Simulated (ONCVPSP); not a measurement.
Before and after: ONCV potential for tin

- Element: tin
- Generator: ONCVPSP 4.0.1
- Type: optimised norm-conserving Vanderbilt (ONCV)
- Functional: BLYP
- Relativity: scalar-relativistic
- Frozen core: [Ar] 3d10
- Valence charge: 22
- Reference configuration: 4s2 4p6 4d10 5s2 5p2
- Partial waves: 4s+5s: rc 1.50 bohr, ncon 4, nbas 8, qcut 7.7 1/bohr, 2 projectors; 4p+5p: rc 1.65 bohr, ncon 3, nbas 8, qcut 8.6 1/bohr, 2 projectors; 4d: rc 1.00 bohr, ncon 3, nbas 7, qcut 10.5 1/bohr, local
- Local potential: the d channel
- Core correction: Teter function, fcfact 2.25, rcfact 1.4

All-electron outer shells of the reference configuration (BLYP, scalar-relativistic, ld1.x):

```
shell  level (eV)  outermost node (bohr)  outermost maximum (bohr)
   3p     -698.64                   0.14                      0.30
   3d     -473.32                      –                      0.25
   4s     -133.66                   0.40                      0.74
   4p      -89.43                   0.41                      0.79
   4d      -25.61                   0.39                      0.88
   5s      -10.47                   0.98                      2.01
   5p       -3.59                   1.09                      2.55
```

Change: d: rc 1.08.

Cutoffs: the cutoffs (Ha) at which the residual kinetic energy of the hardest occupied pseudo-wave falls to 1 and 0.1 mHa per electron; they do not see the model core or the augmentation charge, which bear on the density cutoff. Errors are all-electron minus pseudo energies relative to the spin-unpolarised reference configuration.

What does the change do?

The potential gets neither clearly harder nor softer (45 Ha and 52 Ha → 44 Ha and 51 Ha); of the 4 tests that both files solve, the error grows in 0 and shrinks in 1 by more than 15 % and 0.3 meV (median size 3.0 → 3.0 meV); neither file shows a bound ghost.

```csv
quantity,base,changed
"cutoff, loose",45 Ha,44 Ha
"cutoff, tight",52 Ha,51 Ha
loose cutoff by channel,"s 22 Ha, p 24 Ha, d 45 Ha","s 22 Ha, p 24 Ha, d 44 Ha"
bound ghosts,none,none
GHOST(+) flags under 300 eV,none,none
"error for 4s2 4p6 4d10 5s2 5p1, meV [ΔE 6.80 eV]",-1.5,-1.5
"error for 4s2 4p6 4d10 5s2 5p0, meV [ΔE 20.78 eV]",-4.6,-4.6
"error for 4s2 4p6 4d10 5s1 5p0, meV [ΔE 51.87 eV]",-14,-14
"error for 4s2 4p6 4d9 5s2 5p2, meV [ΔE 32.46 eV]",+0.7,+0.3
s: phases at 1.52 bohr within 0.05 rad from the reference energy up to (Ha; the scan ends near 5),to the end of the scan,to the end of the scan
p: phases at 1.68 bohr within 0.05 rad from the reference energy up to (Ha; the scan ends near 5),to the end of the scan,to the end of the scan
"rms error of d²Exc/dni dnj with the model core, mHa",0.64,0.65
```
